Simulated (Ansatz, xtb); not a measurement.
## Isomers of C4H8F2OSi in order of energy

4 gas-phase structures of C4H8F2OSi, from a drawn sample of its isomers (lower ones may exist). Each was relaxed with GFN2-xTB; where two conformers were screened, the lower at r2SCAN-D4/def2-SVP is listed:

A. `FC(F)[C@@H]1CCO[SiH2]1`, a singlet
B. `FC(F)[C@@H]1CO[SiH2]C1`, a singlet
C. `C=C(CCO)[SiH](F)F`, a singlet
D. `FC[C@@H]1CO[SiH2][C@@H]1F`, a singlet

**Question.** Which do you expect lowest at r2SCAN-D4/def2-SVP, and how would the others follow?

**Answer.** Calculated order at r2SCAN-D4/def2-SVP: C (0.000), B (1.857), A (1.880), D (2.590) eV. Less than 1 kcal/mol parts B and A, so the order within that pair means little.

Energies above the lowest of each column, in eV; the last columns are at B3LYP/def2-SVP geometries and were run for some of them only (a dash: not run or not comparable):

```
structure  GFN2-xTB  HF/STO-3G  r2SCAN-D4/def2-SVP  B3LYP/def2-SVP  CCSD(T)/def2-SVP + ΔMP2/def2-TZVPP
        C     0.000      1.322               0.000           0.000                               0.000
        B     1.018      0.000               1.857           1.912                               2.296
        A     0.965      0.071               1.880           1.923                               2.332
        D     1.189      0.553               2.590               –                                   –
```

CCSD(T)/def2-SVP + ΔMP2/def2-TZVPP puts C lowest of those it was run on; HF/STO-3G picks B. Flexible structures stand in one conformer each, not always the lowest. Frequencies (GFN2-xTB) were run for A, B, C alone. The ΔMP2 step shifts differences by up to 0.274 eV, which makes them less sure. ΔMP2 is the change of the MP2 energy from the smaller to the larger basis.

Over these structures GFN2-xTB departs from r2SCAN-D4/def2-SVP by 0.394 eV on average once a common shift is removed. A GFN2-xTB relaxation took about 0.066 s and the r2SCAN-D4/def2-SVP energy about 2.1 s on a shared host (Ansatz 0.2.0, xtb 6.7.1).
